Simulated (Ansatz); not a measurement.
Geometry optimisation, RKS PBE-D4/def2-SVP in Ansatz.

input.yaml

```yaml
crystal:
  periodic: [false, false, false]
  atoms:
    - { symbol: C, position_ang: [0.26153, 1.36392, -0.18603] }
    - { symbol: C, position_ang: [0.06365, 0.07287, -0.71194] }
    - { symbol: Si, position_ang: [-0.29394, -1.47082, 0.37671] }
    - { symbol: F, position_ang: [-0.27289, -0.79827, 1.82458] }
    - { symbol: H, position_ang: [1.03172, 1.31804, 0.60724] }
    - { symbol: H, position_ang: [-0.57455, 1.61013, 0.49615] }
    - { symbol: H, position_ang: [0.45612, 2.1653, -0.89489] }
    - { symbol: H, position_ang: [0.1145, -0.05255, -1.78996] }
    - { symbol: H, position_ang: [0.86215, -2.3336, 0.22727] }
    - { symbol: H, position_ang: [-1.6483, -1.87502, 0.05087] }
total_charge: 1
basis:
  gaussian: { orbitals: def2-SVP }
hamiltonian:
  xc: pbe
  dispersion: d4
relax:
  f_tol: 0.015
  max_steps: 40
```

Command:

```bash
$ ansatz run input.yaml --threads 1 --pin off --max-ram 2048MiB --backend cpu --events-out ev --progress --plain --runs-dir out
```

**Question.** Where does it end, and by what steps?

**Answer.** The forces met the threshold. Limits of this set-up: the dipole of an ion depends on the origin. After 5 steps the energy has fallen by 0.154 eV; F4 moved furthest, 0.14 Å.

```json
{"step": "0", "energy less start (eV)": "0.0000", "largest force component (eV/Å)": "1.194", "accepted": "yes"}
{"step": "1", "energy less start (eV)": "-0.1352", "largest force component (eV/Å)": "0.373", "accepted": "yes"}
{"step": "2", "energy less start (eV)": "-0.1523", "largest force component (eV/Å)": "0.102", "accepted": "yes"}
{"step": "3", "energy less start (eV)": "-0.1529", "largest force component (eV/Å)": "0.091", "accepted": "yes"}
{"step": "4", "energy less start (eV)": "-0.1533", "largest force component (eV/Å)": "0.094", "accepted": "yes"}
{"step": "5", "energy less start (eV)": "-0.1537", "largest force component (eV/Å)": "0.013", "accepted": "yes"}
```

```xyz
10
Properties=species:S:1:pos:R:3
C 0.269 1.401 -0.209
C 0.062 0.069 -0.682
Si -0.291 -1.442 0.431
F -0.289 -0.867 1.946
H 1.045 1.370 0.612
H -0.576 1.664 0.495
H 0.467 2.197 -0.947
H 0.108 -0.104 -1.782
H 0.849 -2.375 0.153
H -1.643 -1.912 -0.018
```

Whether the end is a true minimum wasn't checked by a vibrational analysis.

Run time: 19 s on 1 CPU thread of a shared host.
